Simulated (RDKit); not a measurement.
Input file for RDKit: MMFF94 on H2S (SMILES S).

```python
from rdkit import Chem
from rdkit.Chem import AllChem, rdDetermineBonds

blocks = [
'''3

S    -0.90400148    0.61446653    2.90848150
H     0.38999690    0.37991787    3.18275159
H    -1.21855490   -0.69004383    2.97155344
''',
]
mol = None
for b in blocks:
    f = Chem.MolFromXYZBlock(b)
    rdDetermineBonds.DetermineBonds(f, charge=0)
    mol = f if mol is None else Chem.CombineMols(mol, f)
Chem.SanitizeMol(mol)
print(Chem.MolToSmiles(Chem.RemoveHs(mol)))
ff = AllChem.MMFFGetMoleculeForceField(mol, AllChem.MMFFGetMoleculeProperties(mol), nonBondedThresh=100.0, ignoreInterfragInteractions=False)
e = ff.CalcEnergy()
print(f'MMFF94 energy {e:.6f} kcal/mol')
```

It printed:

```
S
MMFF94 energy 0.011178 kcal/mol
```

The run finished.

Cost: roughly 0.05 core-seconds.
